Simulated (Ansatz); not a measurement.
The same bond dissociation along the group B, Al, Ga.

Program: Ansatz. Geometries: PBE0-D4/def2-TZVP. ΔE: electronic, gas phase. CBS: MP2 limit from def2 TZ/QZ plus the TZ coupled-cluster correction, frozen cores. This one scheme is used for every species, atoms too. No spin–orbit coupling; open shells (•) take unrestricted orbitals. Spin–orbit coupling would lower the free atoms: clearly for Br. Bonds to Br, Ga are less sure, by a few kJ/mol each and by 10 to 20 or more in all where they break to atoms, as the def2 sets lack core-valence functions. Scalar relativity is left out up to krypton.

Problem. Order these by ΔE at CCSD(T)/CBS, lowest first. (An estimate is asked.)
A. `FB(F)Br` → `F[B]F`• + Br•
B. `[F][Al]([F])[Br]` → `[F][Al][F]`• + Br•
C. `[F][Ga]([F])[Br]` → `[F][Ga][F]`• + Br•

Solution. C (+391.5 kJ/mol), B (+448.5 kJ/mol), A (+460.4 kJ/mol).

Largest T1 diagnostic: 0.017, for `[F][Ga][F]`•.
